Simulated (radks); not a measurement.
Values are calculated unless marked as measured or tabulated.
Valence configurations of Ho+ (all share [Xe]). Level of theory: scalar-relativistic Kohn-Sham, BLYP, spin-unpolarised, spherical densities, finite nucleus; Fermi nuclear charge, rms radius 5.2022 fm (a radial shooting solver on a logarithmic mesh with Libxc functionals). Energies are relative to 4f11 6s1; eigenvalues in eV.

\begin{tabular}{lrrrrr}
valence & E (eV) & e(4f) & e(5d) & e(6p) & e(6s) \\ \hline
4f11 6s1 & 0.000 & -9.481 & - & - & -9.005 \\
4f11 6s0.5 6p0.5 & 1.794 & -10.173 & - & -5.794 & -9.422 \\
4f11 5d1 & 2.429 & -7.985 & -5.813 & - & - \\
4f11 6p1 & 3.627 & -10.848 & - & -6.108 & - \\
4f10 6s2 & 3.832 & -17.896 & - & - & -10.483 \\
4f10 5d1 6s1 & 5.096 & -15.673 & -8.132 & - & -9.683 \\
4f10 6s1 6p1 & 8.043 & -19.250 & - & -6.944 & -11.238 \\
4f9 5d2 6s1 & 15.454 & -22.671 & -9.467 & - & -10.209 \\
4f8 5d2 6s2 & 32.372 & -32.973 & -12.461 & - & -11.506 \\
4f8 5d2 6s1 6p1 & 37.080 & -34.272 & -13.547 & -7.462 & -12.253 \\
\end{tabular}

NIST lists [Xe] 4f11 6s1 as the ground configuration; this level of theory agrees among the configurations tried. The energies are those of spherical spin-averaged densities, not of single terms.
